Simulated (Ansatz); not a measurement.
Isolated molecules relaxed with PBE0-D4/def2-TZVP in Ansatz; ΔE leaves out vibrations. CCSD(T)/CBS is the MP2 limit (def2-TZVPP, def2-QZVPP) plus CCSD(T) − MP2 in def2-TZVPP, frozen cores. This one scheme is used for every species, atoms too. Functionals use def2-TZVPP. B3LYP here is the variant with VWN-RPA as its local correlation; programs differ in this. Open shells (•) are unrestricted, without spin–orbit coupling. Spin–orbit coupling would lower the free atoms: a little for Al, C; strongly for Sn. def2 core potentials past Kr. For Sn outer-core shells are correlated without core-valence functions, so the limit isn't a true one: a few kJ/mol of doubt a bond, and 10 to 20 or more in all where bonds break to atoms.

Consider the atomization: `[AlH2]/[CH]=[CH]/[SnH3]` → Al• + 2 C• + 7 H• + Sn•.

CCSD(T)/CBS gives +3394.2 kJ/mol.

(1) Another level gave +3398.5 kJ/mol. Which?
A. HF/def2-TZVPP
B. PBE-D4/def2-TZVPP
C. ωB97X-V/def2-TZVPP
D. B3LYP-D4/def2-TZVPP

Largest T1 diagnostic among the species: 0.018.

Results:

(1) C. ωB97X-V 3398.5, PBE-D4 3389.4, B3LYP-D4 3373.5, HF/def2-TZVPP 2494.2 kJ/mol.

In def2-TZVPP, CCSD(T) changes the Hartree–Fock value by +823.1 kJ/mol (the triples alone add +47.1 kJ/mol) and MP2 by +810.3 kJ/mol; breaking electron pairs costs correlation energy, which Hartree–Fock lacks. The D4 term adds +37.4 kJ/mol with B3LYP and +19.6 kJ/mol with PBE0; it sums over pairs of atoms, weighted by their polarisabilities, and B3LYP, whose exchange is more repulsive, gets the larger term. From PBE to PBE0 (25 % exact exchange), in def2-TZVPP and without D4, ΔE moves by −28.1 kJ/mol: exact exchange takes away binding that semilocal exchange gives to molecules.

For atomizations the MP2-based limit and the directly extrapolated one differ by several kJ/mol either way, and by 10 to 25 for some Ge, Se and Sn compounds, so smaller differences from it don't rank the levels.
